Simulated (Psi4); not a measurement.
Internal rotation in SMILES COc1ccsc1-c1ccc[se]1 (C9H8OSSe), singlet. Scanned: dihedral C1–O2–C3–C4; all other coordinates were relaxed at GFN2-xTB. Points at φ and −φ are mirror images.

Geometry of the scan point at -75° (Å):
```
20

C      2.3708    -1.4956    -1.3489
O      1.1130    -0.9921    -0.9331
C      1.1642     0.2489    -0.3463
C      1.6277     0.5248     0.9613
C      1.4800     1.8322     1.2928
S      0.7517     2.7535     0.0337
C      0.6425     1.3534    -0.9857
C      0.0535     1.3676    -2.2832
C     -0.4233     2.4469    -2.9807
C     -0.9608     2.1448    -4.2484
C     -0.9267     0.8276    -4.5814
Se    -0.1744    -0.2262    -3.2519
H      3.0501    -1.6055    -0.4984
H      2.1744    -2.4700    -1.7916
H      2.8312    -0.8410    -2.0959
H      2.0511    -0.2191     1.6117
H      1.7443     2.3196     2.2093
H     -0.3834     3.4466    -2.5803
H     -1.3654     2.9041    -4.8966
H     -1.2874     0.3987    -5.4985
```

Computed with PBE-D3(BJ)/def2-SVP // GFN2-xTB in Psi4.

Scanned values (°): -165, -150, -135, -120, -105, -90, -75, -60, -45, -30, -15, 0, 15, 30, 45, 60, 75, 90, 105, 120, 135, 150, 165, 180.

### Question
At which scan points does the profile have its minima and maxima, and how high do they lie?

### Answer
Lower than their neighbours: -150° (19.1 kJ/mol), 0° (0.0 kJ/mol), 150° (19.1 kJ/mol). Higher than their neighbours: -135° (20.5 kJ/mol), 135° (20.5 kJ/mol), 180° (20.5 kJ/mol). The whole profile spans 20.5 kJ/mol.
